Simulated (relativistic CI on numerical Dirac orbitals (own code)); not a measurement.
## Electric-dipole transitions in S6+

These numbers are calculated, not measured: Dirac-Coulomb-Breit CI, separate exchange-only KLI orbitals for each configuration, QED by a radiative potential, unscaled Slater integrals (own radial code, finite nucleus).

Configuration list (outside the closed core 1s2): 2s²2p⁶, 2s²2p⁵3s, 2s²2p⁵3p, 2s²2p⁵3d, 2s2p⁶3s, 2s²2p⁵4s, 2s²2p⁵4p, 2s²2p⁵4d, 2s2p⁶3p, 2s²2p⁵4f, 2s²2p⁴3s², 2s2p⁶3d, 2s²2p⁴3s3p, 2s²2p⁴3p², 2s²2p⁴3s3d, 2s2p⁶4s. Levels of other configurations are missing.

| λ vac (Å) | Lower | Upper | A (s⁻¹) | gf | Branching (%) |
| --- | --- | --- | --- | --- | --- |
| 51.940 | 2s²2p⁶ ¹S0 [1] | 2s²2p⁵4d ¹P°1 [63] | 7.29e+11 | 8.84e-01 | 98.0 |
| 60.250 | 2s²2p⁶ ¹S0 [1] | 2s²2p⁵3d ¹P°1 [27] | 1.12e+12 | 1.83e+00 | 99.6 |
| 188.69 | 2s²2p⁵3p ³D3 [7] | 2s2p⁶3p ³P°2 [70] | 2.61e+10 | 6.96e-01 | 47.6 |
| 333.19 | 2s²2p⁵3d ³P°1 [17] | 2s²2p⁵4f ³D2 [55] | 1.73e+10 | 1.44e+00 | 49.0 |
| 334.73 | 2s²2p⁵3d ³P°2 [18] | 2s²2p⁵4f ³D3 [58] | 2.38e+10 | 2.80e+00 | 66.1 |
| 338.94 | 2s²2p⁵3d ³F°4 [19] | 2s²2p⁵4f ³G5 [56] | 3.69e+10 | 6.99e+00 | 99.9 |
| 341.38 | 2s²2p⁵3d ³F°3 [20] | 2s²2p⁵4f ¹G4 [57] | 2.90e+10 | 4.56e+00 | 79.0 |
| 343.95 | 2s²2p⁵3d ³F°2 [21] | 2s²2p⁵4f ¹F3 [60] | 2.34e+10 | 2.90e+00 | 64.1 |
| 344.35 | 2s²2p⁵3d ¹D°2 [24] | 2s²2p⁵4f ³G3 [66] | 2.69e+10 | 3.34e+00 | 73.2 |
| 345.74 | 2s²2p⁵3d ³D°3 [25] | 2s²2p⁵4f ³G4 [67] | 3.22e+10 | 5.19e+00 | 88.1 |
| 346.74 | 2s²2p⁵3d ³D°2 [26] | 2s²2p⁵4f ³D3 [64] | 2.82e+10 | 3.56e+00 | 78.4 |
| 347.74 | 2s²2p⁵3d ¹F°3 [22] | 2s²2p⁵4f ³F4 [61] | 2.67e+10 | 4.36e+00 | 73.4 |
| 622.40 | 2s²2p⁵3p ³S1 [6] | 2s²2p⁵3d ³P°2 [18] | 2.62e+09 | 7.61e-01 | 60.4 |
| 668.68 | 2s²2p⁵3p ¹P1 [11] | 2s²2p⁵3d ¹D°2 [24] | 3.87e+09 | 1.30e+00 | 79.4 |
| 674.35 | 2s²2p⁵3p ³D2 [8] | 2s²2p⁵3d ³F°3 [20] | 3.90e+09 | 1.86e+00 | 84.9 |
| 676.01 | 2s²2p⁵3p ³D1 [9] | 2s²2p⁵3d ³F°2 [21] | 3.22e+09 | 1.10e+00 | 68.7 |
| 676.71 | 2s²2p⁵3p ¹D2 [13] | 2s²2p⁵3d ³D°3 [25] | 4.34e+09 | 2.09e+00 | 91.4 |
| 678.18 | 2s²2p⁵3p ³D3 [7] | 2s²2p⁵3d ³F°4 [19] | 4.49e+09 | 2.79e+00 | 100.0 |
| 680.39 | 2s²2p⁵3p ³P1 [14] | 2s²2p⁵3d ³D°2 [26] | 3.37e+09 | 1.17e+00 | 69.4 |
| 682.20 | 2s²2p⁵3p ³P2 [10] | 2s²2p⁵3d ¹F°3 [22] | 3.75e+09 | 1.83e+00 | 80.5 |
| 829.01 | 2s²2p⁵3s ³P°2 [2] | 2s²2p⁵3p ³P2 [10] | 1.03e+09 | 5.28e-01 | 55.6 |
| 900.03 | 2s²2p⁵3s ³P°2 [2] | 2s²2p⁵3p ³D3 [7] | 1.59e+09 | 1.35e+00 | 100.0 |
| 910.22 | 2s²2p⁵3s ¹P°1 [5] | 2s²2p⁵3p ¹D2 [13] | 1.18e+09 | 7.31e-01 | 67.1 |
| 927.18 | 2s²2p⁵3s ³P°1 [3] | 2s²2p⁵3p ³D2 [8] | 8.69e+08 | 5.60e-01 | 56.6 |
| 1866.4 | 2s²2p⁵4p ³D1 [38] | 2s²2p⁵4d ³F°2 [51] | 8.03e+08 | 2.10e+00 | 8.9 |
| 1887.3 | 2s²2p⁵4p ¹D2 [40] | 2s²2p⁵4d ¹F°3 [53] | 8.90e+08 | 3.33e+00 | 9.6 |
| 1888.4 | 2s²2p⁵4p ³D2 [34] | 2s²2p⁵4d ³F°3 [47] | 7.56e+08 | 2.83e+00 | 8.2 |
| 1890.4 | 2s²2p⁵4p ³P2 [36] | 2s²2p⁵4d ³D°3 [49] | 7.22e+08 | 2.71e+00 | 7.9 |
| 1904.2 | 2s²2p⁵4p ³D3 [33] | 2s²2p⁵4d ³F°4 [46] | 8.80e+08 | 4.31e+00 | 9.6 |
| 2411.9 | 2s²2p⁵4s ³P°2 [28] | 2s²2p⁵4p ³D3 [33] | 3.36e+08 | 2.05e+00 | 3.5 |

Terms are leading LS components. Brackets give the number of a level in order of energy, since labels repeat. The list gives strong lines, with weight on those to low levels, without lines whose two gauges differ by over a factor of 2.5, among the lowest 75 of 231 levels, so that lines to higher ones, which can be the strongest, are missing, and without 2 lines that miss the measured interval by over 7 %, start from a term whose rates miss tabulated ones by over 60 %, have gauges far apart or, lacking measured levels, span too small a gap for the errors found; lines with a level outside our table were not tested and can miss by more. Levels whose partners in the same complex of configurations lie outside the list can be far off, and so can their lines. Rates are taken at the computed energies, electric ones in the length gauge.

At this charge configurations can still be misplaced by up to about 7 % of their energy. 22 of the 29 excited levels that our extract of the measured tables holds in this range could be paired (the sources list more); they are missed by 7550 cm⁻¹ on average and 8779 at most, and levels without a partner can miss by more.

(1) From the table, what is the radiative lifetime of 2s²2p⁵4d ¹P°1?

Answers

(1) The listed rates from this level add up to about 7.29e+11 s⁻¹, 98 % of its decay; with all channels τ = 1.35e-12 s.

LS names give the leading component of a level, which can be under half, so a name can repeat, a term be missing and a line seem to break the LS rules.
